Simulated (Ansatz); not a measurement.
W(O)(S)(Br)(OH) (BrHO2SW), SMILES [O]=[W]([OH])(=[S])[Br], multiplicity 1.

The structure is a stationary point at PBE-D3(BJ)/def2-SVP. The spin state was assumed, not searched. The structure was generated by enumeration; whether it is a known compound was not checked. The def2 effective core potentials stand for the cores of W; spin–orbit coupling is left out. The values are those of a single conformer.

Two levels are set side by side: PBE/def2-SVPD (Ansatz, a program for electronic structure) and PBE0/def2-SVPD (Ansatz). Energy differences of separate SCF runs at the same geometry; the states with an electron removed or added have multiplicity 2 and 2. Differences are taken from unrounded values.

| quantity | PBE0 |
|---|---|
| vertical ionisation energy (eV) | 9.85 |
| vertical electron affinity (eV) | 1.46 |
| vertical singlet–triplet gap (eV) | 2.74 |

What does PBE give, and how far is it from PBE0? (An estimate is asked for; the answer gives what the named calculation found.)


```tsv
quantity	PBE	PBE minus PBE0
vertical ionisation energy (eV)	9.64	-0.20
vertical electron affinity (eV)	1.08	-0.37
vertical singlet–triplet gap (eV)	2.98	0.24
```
